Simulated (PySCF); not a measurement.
SMILES C[S][Cd][CH3] (C2H6CdS) at its PBE0/def2-SVP optimised geometry (Å):

```
10

Cd     0.7230    -0.7033     0.0000
C      2.8322    -0.7033     0.0000
H      3.2113    -1.5532    -0.5869
H      3.2157    -0.7899     1.0273
H      3.2159     0.2273    -0.4432
S     -1.6368    -0.7522    -0.0464
C     -2.1168     0.5570     1.1363
H     -1.7594     0.3546     2.1558
H     -3.2159     0.5683     1.1600
H     -1.7755     1.5532     0.8211
```

Level of theory: PBE0/def2-TZVP, def2 effective core potentials past Kr run with PySCF. The core electrons that the potentials of Cd replace are not part of the density. Cells within 0.4 Å of a nucleus heavier than hydrogen are left out (blank, or x).

Map of the deformation density (molecule minus spherical neutral atoms) (e/bohr³) on the plane z = 1.5 Å:

```
|111111111111111111111111111|
|111111111111111111111111111|
|111111111111111111111111111|
|111111111111111111111111111|
|111111111111111111111111111|
|111111111111111111111111111|
|111111111111111111111111111|
|111111111111111111111111111|
|111111111111111111111111111|
|111111111111111111111111111|
|111111101311111111111111111|
|111101522411111111111111111|
|11110286x921111111111111111|
|111111212411111111111111111|
|111111100111111111110001111|
|111111111111111111110001111|
|111111111111111111110011111|
|111111111111111111111111111|
|111111111111111111111111111|
|111111111111111111111111111|
|111111111111111111111111111|
|111111111111111111111111111|
|111111111111111111111111111|
|111111111111111111111111111|
|111111111111111111111111111|
|111111111111111111111111111|
|111111111111111111111111111|
```
Scale: ten equal steps from -0.011 (start of '0') to 0.048 (end of '9'), in the order '0123456789'; x runs from -5.50 to 5.50, y from -5.50 (bottom) to 5.50 (top).
